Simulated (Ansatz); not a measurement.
Input for Ansatz (an electronic-structure program): U-wB97X-V/def2-TZVPP on TaGe, 2S+1 = 4, a spin state set in the input, which need not be the lowest, a point of a bond scan (R = 2.422 Å). Elements past Kr take the def2 small-core potentials; no spin–orbit coupling.

Ansatz 0.2 input:
```yaml
crystal:
  periodic: [false, false, false]
  atoms:
    - {symbol: Ta, position_ang: [0.00000000, 0.00000000, 0.00000000]}
    - {symbol: Ge, position_ang: [0.00000000, 0.00000000, 2.42226400]}
basis:
  gaussian:
    orbitals: def2-TZVPP
    pivot_positions_ang: [[0.00000000, 0.00000000, 0.00000000], [0.00000000, 0.00000000, 2.42226400]]
hamiltonian:
  xc: {name: wB97X-V}
magnetization: {spin_polarized: true, initial_magnetization: 3}
output: {forces: true, orbitals: {seedname: ./end}}
```

It printed:

```
WARN ansatz: RAYON_NUM_THREADS=2 ignored (pool sized by the plan → 2); use --threads N
Functional definition: wB97X-V
integrals: 0.05 GiB planned
748 factors; their error is unknown
integrals: 0.09 GiB planned
182 factors; integrals over basis functions are off by at most 6.1e-6 eV
mean field: 0.76 GiB planned
mean field evaluation 1: about -58057.1096 eV, gradient 1.1e1 eV
mean field evaluation 2: about -58057.0934 eV, gradient 1.1e1 eV
mean field evaluation 4: about -58057.7973 eV, gradient 1.4e0 eV
mean field evaluation 8: about -58057.8639 eV, gradient 2.8e-1 eV
mean field evaluation 16: about -58058.0824 eV, gradient 1.8e-2 eV
mean field evaluation 32: about -58058.0824 eV, gradient 2.0e-4 eV
mean field evaluation 64: about -58058.0883 eV, gradient 2.6e-1 eV
mean field -58058.10168528 eV, -2133.5958837392 hartree, gradient 4.1e-6 eV, S^2 3.994490; 6 other end points of the search recorded, 0 dependent functions left out
the calculation of the forces begins
reference -58058.10168407 eV, -2133.5958836949 hartree; 24, 21 occupied and 80, 83 virtual orbitals, 748 factors
Total energy: -58058.10168407 eV, -2133.5958836949 hartree
Atom 0 at     0.000000     0.000000     0.000000 Å, force    -0.000000     0.000000     0.341353 eV/Å
Atom 1 at     0.000000     0.000000     2.422264 Å, force    -0.000000     0.000000    -0.341353 eV/Å
Dipole moment:     0.000000     0.000000    -0.620909 e Å
```

The calculation finished and met its thresholds. Its determinant has ⟨S²⟩ = 3.99, a mixture of spin states.

Cost: about 40 core-seconds (a rough figure).
